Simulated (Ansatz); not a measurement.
Isomers of C3H5Al, relaxed with PBE0-D4/def2-TZVP in Ansatz; electronic energies, one conformer each and not always the lowest. Functionals use def2-TZVPP; CBS adds triple-zeta CCSD(T) − MP2 to the MP2 limit of def2-TZVPP and def2-QZVPP.

Task: Order them by energy at frozen-core CCSD(T)/CBS, lowest first. (Estimate.)
A. `C#[C][AlH][CH3]`
B. `C[C]1=[CH][AlH]1`
C. `C=[C]1[CH2][AlH]1`
D. `[CH3][Al]1[CH]=[CH]1`

Result: A (0.0 kcal/mol), D (10.8 kcal/mol), B (17.6 kcal/mol), C (32.0 kcal/mol).

Task: How do ωB97M-V, B3LYP, B2PLYP, HF/CBS(def2) place them (kcal/mol, against `C#[C][AlH][CH3]`)? (Best estimate.)

Result: The calculation gave: 
```
                isomer  ωB97M-V  B3LYP  B2PLYP  HF/CBS(def2)
`[CH3][Al]1[CH]=[CH]1`      8.4   10.7    11.4          15.6
    `C[C]1=[CH][AlH]1`     15.6   17.4    18.2          21.6
   `C=[C]1[CH2][AlH]1`     30.2   30.7    32.4          39.4
```

B3LYP here is the variant with VWN-RPA as its local correlation; programs differ in this.
